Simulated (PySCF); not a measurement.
Coordinates in bohr (charge 0 multiplicity 1):
```
Ge   -0.1691    0.0000   -0.0038
N    -3.2629    0.0000   -0.0728
F     3.0624    0.0000    0.0684
```

All numbers come from PBE0 in PySCF with Ge def2-TZVP, N def2-TZVP, F def2-TZVP; no relativity; density-fitted integrals.

This geometry of FGeN is a stationary point at this level.

Task: What is the point group?

Result: C∞v.

Task: Is it a minimum?

Result: Yes: all harmonic wavenumbers are real.

Task: What are the dipole moment and the gap between the highest occupied and lowest empty levels?

Result: 2.52 D and 4.45 eV.

Task: What is the atomisation energy, with and without zero-point energy?

Result: 685 kJ/mol without, 673 kJ/mol with.

Only a few start shapes were tried, so a lower isomer may exist.
